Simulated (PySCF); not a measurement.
hydronium (H₃O), SMILES [OH3+], charge +1.

The structure is a stationary point at B3LYP-D3(BJ)/def2-TZVPD.

Two levels are set side by side: TDA-PBE/def2-TZVPD (PySCF) and ADC(2)/aug-cc-pVDZ (PySCF). Vertical, same geometry; the bases differ. Differences are taken from unrounded values.

```csv
quantity,ADC(2),TDA-PBE,TDA-PBE minus ADC(2)
lowest singlet excitation (eV),11.51,10.85,-0.67
```

Functionals without exact exchange tend to place singlet excitations lower, as here. Differences between two approximate levels are no errors against the true value.

Rough cost on one machine, each run with all the roots and properties that it gave: ADC(2) against TDA-PBE within a factor of 2.
